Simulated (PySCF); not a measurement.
## Calculated data, AlFH2NSi, F2HSi, AlFH3OSi

Computed with PySCF 2.14.0. Calculation on a computer-drawn molecule: the log of a Hartree-Fock and frozen-core CCSD(T) single point meant for a local Hartree-Fock minimum, with one planted fault or none, to be diagnosed. Offsets are logged minus clean, where the clean run is the same molecule without the fault. The reference is restricted for singlets and unrestricted otherwise, and also for a bond in bohr or an excited solution. Adding or removing an electron swaps singlet and doublet. The excited solution moves the top pair (singlet) or top alpha electron (doublet) to the lowest empty orbital. Highest occupied and lowest empty are orbital energies over both spins, largest force is the largest gradient component, triples share is (T) over the correlation energy, the T1 limit is 0.02 restricted and 0.045 unrestricted, electrons count all cores, a negative frequency is imaginary (commonest isotopes), and the dipole is about the centre of nuclear charge.

Common to all runs: meant charge 0; meant multiplicity 2; meant basis cc-pV(D+d)Z; logged SCF converged yes; logged CC converged yes; logged SCF stable within its kind yes; possible faults no fault, one electron removed, one electron added, multiplicity raised by two, geometry at a saddle point, SCF held on an excited solution, minimal basis STO-3G, one bond length entered in bohr, all coordinates scaled.

(1) AlFH2NSi

Logged structure:
```xyz
6
AlFH2NSi
F     -1.3332     1.9457    -1.4524
Si    -0.1348     1.1496    -0.5269
N      0.1039    -0.4859    -0.4269
Al     0.2963    -2.3619    -0.5138
H      0.6532     2.3025     0.1759
H     -0.5100    -3.3287     0.6472
```

- logged electrons: 45
- logged basis functions: 84
- logged spin squared: 0.7667
- logged highest occupied: -7.9744 eV
- logged lowest empty: 1.036 eV
- logged largest force: 0.057177 hartree/bohr
- logged T1 diagnostic: 0.022074
- logged D1 diagnostic: 0.079887
- logged triples share: 0.032799
- logged dipole magnitude: 2.0658 debye
- logged energy HF: -685.91649 hartree
- logged energy CCSD(T): -686.45638 hartree
- planted fault: all coordinates scaled, by +7.2 %
- HF energy offset from clean run: 20.53 kcal/mol
- CCSD(T) energy offset from clean run: 10.23 kcal/mol

Drawn bonds:
```csv
atom,other atom,order
1,2,1
2,3,2
3,4,1
2,5,1
4,6,1
```

(2) F2HSi

Logged structure:
```xyz
4
F2HSi
F     -1.8542    -1.7763    -4.3793
Si    -0.7455    -1.0188    -3.4987
F     -1.1570     0.5331    -3.4733
H     -0.8172    -1.5381    -2.1197
```

* logged electrons: 32
* logged basis functions: 56
* logged spin squared: 0
* logged highest occupied: -23.103 eV
* logged lowest empty: -8.9833 eV
* logged largest force: 0.11479 hartree/bohr
* logged T1 diagnostic: 0.021153
* logged D1 diagnostic: 0.073782
* logged triples share: 0.021368
* logged dipole magnitude: 5.5118 debye
* logged energy HF: -488.11622 hartree
* logged energy CCSD(T): -488.60288 hartree
* planted fault: one electron removed
* HF energy offset from clean run: 224.8 kcal/mol
* CCSD(T) energy offset from clean run: 216.5 kcal/mol

Drawn bonds:
```csv
atom,other atom,order
1,2,1
2,3,1
2,4,1
```

Notes: T1 above single-reference limit.

(3) AlFH3OSi

Logged structure:
```xyz
7
AlFH3OSi
F      1.0899     3.7196    -0.7332
Si     1.7665     2.2777    -0.4383
O      1.1367     1.6948     0.9316
Al     0.3571     1.3082     2.3863
H      1.4236     1.4068    -1.5876
H      1.2231     1.2772     3.6965
H     -1.1782     0.9800     2.3425
```

- logged electrons: 46
- logged basis functions: 89
- logged spin squared: 0
- logged highest occupied: -15.66 eV
- logged lowest empty: -7.4576 eV
- logged largest force: 0.12177 hartree/bohr
- logged T1 diagnostic: 0.021549
- logged D1 diagnostic: 0.084611
- logged triples share: 0.023372
- logged dipole magnitude: 5.3748 debye
- logged energy HF: -706.71816 hartree
- logged energy CCSD(T): -707.27787 hartree
- planted fault: one electron removed
- HF energy offset from clean run: 194.1 kcal/mol
- CCSD(T) energy offset from clean run: 187.7 kcal/mol

Drawn bonds:
```csv
atom,other atom,order
1,2,1
2,3,1
3,4,1
2,5,1
4,6,1
4,7,1
```

Notes: T1 above single-reference limit.

(4) AlFH3OSi

Structure as in entry 3.

- logged electrons: 47
- logged basis functions: 89
- logged spin squared: 0.7539
- logged highest occupied: -9.3101 eV
- logged lowest empty: 1.4007 eV
- logged largest force: 1.229e-06 hartree/bohr
- logged lowest frequency: 24.473 cm⁻¹
- logged T1 diagnostic: 0.01531
- logged D1 diagnostic: 0.056224
- logged triples share: 0.019001
- logged dipole magnitude: 1.8551 debye
- logged energy HF: -707.02754 hartree
- logged energy CCSD(T): -707.57694 hartree
- planted fault: no fault
- HF energy offset from clean run: 0 kcal/mol
- CCSD(T) energy offset from clean run: 0 kcal/mol

Drawn bonds:
```csv
atom,other atom,order
1,2,1
2,3,1
3,4,1
2,5,1
4,6,1
4,7,1
```
